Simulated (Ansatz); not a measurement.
C₂H₁₀AlNSi (`C[SiH](C)[AlH][NH2]`), relaxed with RKS PBE0-D4/def2-TZVP in Ansatz 0.2.0 from a PBE-D4/def2-SVP geometry. The force threshold is 0.005 eV/Å; the program also tests the step.

Total charge 0; spin multiplicity 1.

Start:

```xyz
15

C     0.919    0.640   -1.490
Si   -0.337    0.793   -0.063
C    -2.103    0.551   -0.737
Al    0.176   -0.783    1.761
N     1.729   -1.677    1.690
H     1.951    0.847   -1.140
H     0.905   -0.381   -1.923
H     0.685    1.359   -2.302
H    -0.251    2.211    0.468
H    -2.859    0.683    0.064
H    -2.233   -0.466   -1.162
H    -2.321    1.287   -1.539
H    -0.745   -1.123    3.031
H     2.050   -2.355    2.387
H     2.434   -1.585    0.954
```

**Question.** How much energy does the relaxation release, and in how many steps? (An estimate is asked.)

**Answer.** Computed: 5.36 kJ/mol, in 13 steps, 2 of them rejected.

**Question.** Which bonds change most? (Estimate.)

**Answer.** Computed: C1–Si2 from 1.907 to 1.886 Å; Si2–C3 from 1.906 to 1.886 Å; Al4–N5 from 1.793 to 1.773 Å; Si2–H9 from 1.517 to 1.499 Å.

**Question.** Give the relaxed structure. (Estimate.)

**Answer.** Ansatz gave: 
```xyz
15

C     0.916    0.654   -1.465
Si   -0.339    0.789   -0.063
C    -2.078    0.526   -0.745
Al    0.193   -0.756    1.773
N     1.693   -1.694    1.657
H     1.927    0.866   -1.112
H     0.914   -0.350   -1.896
H     0.684    1.364   -2.264
H    -0.278    2.192    0.462
H    -2.831    0.636    0.039
H    -2.185   -0.473   -1.174
H    -2.299    1.255   -1.529
H    -0.683   -1.017    3.077
H     2.020   -2.351    2.348
H     2.348   -1.640    0.893
```
